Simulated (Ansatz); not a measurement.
Name a neutral molecule of C, O, Zn and H with HOMO energy (PBE0/def2-TZVPP) between -6.60 and -6.30 eV and HOMO–LUMO gap (B3LYP/def2-TZVPP) between 5.25 and 5.55 eV (Ansatz, PBE0-D4/def2-TZVP geometry).

`O[CH2][ZnH]` (-6.49 eV, 5.32 eV); `[CH3][Zn][CH2]O` (-6.31 eV, 5.47 eV). Other molecules can fit too; these were computed, each in one conformer that needn't be the lowest.

B3LYP here is the variant with VWN-RPA as its local correlation; programs differ in this.
